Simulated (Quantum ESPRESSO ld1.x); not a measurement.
The numbers below are computed, except where a source is named.
Problem. These are the eigenvalues of the occupied orbitals of an atom or ion with whole-number occupations (eV). Level of theory: Dirac Kohn-Sham, relativistic LDA (MacDonald-Vosko exchange, VWN5 correlation), spin-unpolarised, spherical densities, point nucleus (ld1.x of Quantum ESPRESSO 7.5).

1s1/2: -45328.0
2s1/2: -9156.90
2p1/2: -8807.60
2p3/2: -8285.95
3s1/2: -3385.05
3p1/2: -3249.69
3p3/2: -3124.98
3d3/2: -2916.38

Which element is it, and in what charge state? The configuration may be excited. Open shells, if any, fill j = l - 1/2 first.

Solution. Z = 60, neodymium, charge +40: Nd40+ in [Ar] 3d2. The list shows which subshells hold electrons but not how many an open one holds; the 1s level, -1665.8 hartree, gives Z - s = 57.7 by -(Z - s)^2/2, which with screening and relativity narrows Z to a few neighbours, and the depths of the outer levels then fix element, charge and occupations together.
